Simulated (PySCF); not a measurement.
# Electron correlation in Ne (neon, neutral)

[Ne], closed-shell 1S. Calculation: PySCF 2.14, in cc-pVTZ-DK; the spin-free X2C one-electron Hamiltonian (Gaussian nucleus). Frozen: 1s2; 8 electrons correlated.

MP2 pair energies summed by pair of shells (mhartree):

```csv
pair,energy,share (%)
2p-2p,-189.36,71.6
2s-2p,-65.69,24.8
2s-2s,-9.58,3.6
```

Total MP2 correlation energy: -264.63 mhartree.

Same-spin part -69.41 and opposite-spin part -195.22 mhartree; SCS-MP2 scales them by 1/3 and 6/5 to -257.40 mhartree.

| level | correlation energy (mhartree) |
| --- | --- |
| CCSD | -266.62 |
| (T) | -4.25 |
| CCSD(T) | -270.87 |

Diagnostics: T1 = 0.0045, D1 = 0.0070, largest double amplitude 0.036.

Problem. Is a single reference adequate?

Solution. Yes: T1 lies below 0.03 and no double amplitude reaches 0.07.
